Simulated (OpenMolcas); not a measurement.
**Levels of Os by method**

```json
{
  "Program": "OpenMolcas 26.06",
  "Basis": "ANO-RCC-VQZP [9s8p6d4f3g2h]",
  "Scalar Hamiltonian": "DKH2, point nucleus",
  "Active space": "8 electrons in 6 orbitals (5d 6s)",
  "State averaging": "2S+1 = 5 even, 15 roots; 2S+1 = 3 even, 80 roots kept (CI in the orbitals of an earlier block); 2S+1 = 1 even, 58 roots kept (CI in the orbitals of an earlier block)",
  "Spin-orbit coupling": "RASSI with atomic mean-field integrals over the reference wave functions, term energies averaged over their components"
}
```

Methods on the same reference wave functions:
A. CASSCF
B. SS-CASPT2, IPEA 0.25 Eh, imaginary shift 0.1 Eh (closed shells correlated: 5s 5p)
C. MS-CASPT2, IPEA 0.25 Eh, imaginary shift 0.1 Eh (closed shells correlated: 5s 5p)

Energies in cm-1 above 5d6 6s2 5D4, the measured ground level; measured values from NIST Handbook of Basic Atomic Spectroscopic Data.

| Level | A | B | C | Measured |
| --- | --- | --- | --- | --- |
| 5d6 6s2 5D4 | 0.0 | 0.0 | 0.0 | 0.0 |
| 5d7 6s 5F5 | 1074 | 6500 | 6510 | 5144 |
| 5d6 6s2 5D3 | 3927 | 3830 | 3830 | 4159 |
| 5d7 6s 5F4 [63 %] | 5168 | 10120 | 10150 | 8743 |
| 5d6 6s2 5D1 | 5829 | 5910 | 5910 | 5766 |
| 5d6 6s2 5D0 | 6474 | 6430 | 6440 | 6093 |
| 5d7 6s 5F3 | 8171 | 13470 | 13480 | 11378 |
| 5d7 6s 5F1 [54 %] | 10520 | 14700 | 14690 |  |
| 5d6 6s2 3F3 [66 %] | 14725 | 16130 | 16140 |  |
| 5d6 6s2 3H6 | 15685 | 15940 | 15950 |  |
| 5d7 6s 5P3 | 15867 | 18330 | 18330 |  |
| 5d6 6s2 3H5 [54 %] | 17957 | 16520 | 16520 |  |
| 5d6 6s2 3P0 [50 %] | 19258 | 19370 | 19370 |  |
| 5d7 6s 3G4 [58 %] | 19362 | 20980 | 20980 |  |
| 5d7 6s 3P0(1) | 22329 | 22500 | 22510 |  |
| 5d7 6s 3H6 [59 %] | 24927 | 28310 | 28320 |  |
| 5d6 6s2 3G5 [71 %] | 26325 | 26210 | 26220 |  |
| 5d6 6s2 1I6 [50 %] | 28372 | 25710 | 25710 |  |

Deviations, from unrounded energies. A percentage is the sum of absolute deviations over the sum of measured energies, with the sign that they share, or ± where signs differ.

| Against measurement | Levels | A | B | C |
| --- | --- | --- | --- | --- |
| mean absolute deviation (cm-1) | 6 | 1900 | 940 | 950 |
| fine structure of the ground term (%) | 3 | ±4.2 | ±5.1 | ±5.1 |
| other configurations (%) | 3 | -43.0 | +19.1 | +19.3 |

B, C lie about equally close to measurement and A furthest from it. The largest miss of B in the table is 5d7 6s 5F3, by +2100 cm-1. The ranking rests on the paired levels alone, and a cruder setting can come out closer through cancelling errors.

Between B and C the level of the table that moves most is 5d7 6s 5F4 [63 %], by 31 cm-1 (lowest in B, highest in C). Moves below CASPT2's spread within the term are not significant.

The two smallest mean deviations differ by little beside CASPT2's spread within terms, so their order carries little weight.

From A to B the spin-free energies of the other terms of 5d6 6s2 shown, above 5D, scale by factors of 0.95 to 1.20.

The lowest spin-free term lies below A's lowest term by 0.535 hartree in B, 0.535 hartree in C.

CASPT2 does not keep the components of a term degenerate, so their means are used; among the terms shown or strongly mixed into the levels shown the widest spread is 1700 cm-1 (5d6 6s2 1I, C). Terms from blocks run as CI alone lack orbitals of their own. Configurations are named by rounded mean occupations; where the s occupation lies near a half they are strongly mixed, a name can repeat and a true partner stay unpaired. A single d shell beside an s shell can misplace configurations of different d count against each other. Without dynamic correlation excited terms often stand tens of per cent too high (terms of higher spin than the ground term too low), and those without a measured partner can miss by more than the paired ones (holds for A). Blocks of more than 70 roots (2S+1 = 3 even) ran without multistate coupling (holds for C). The CASPT2 spread within a term exceeds the gap to the next term for 5d7 6s 3F(1) and 5d6 6s2 1I, 5d6 6s2 1I and 5d6 6s2 3G, so the order of their levels is uncertain (holds for C). Measured partners are found by configuration, term and J. A level has none where our copy of the source lacks it or the pairing is in doubt (some pairs that miss far off the trend of their configuration count as doubtful), and it then counts in no deviation. Levels of configurations outside the active space are missing. Levels that lie high or do not pair safely by name in every column are left out.

A share in square brackets marks a mixed level and gives the weight of the term that names it, the lowest over the columns. A number in round brackets counts repeated terms of one configuration in the order of the reference energies.
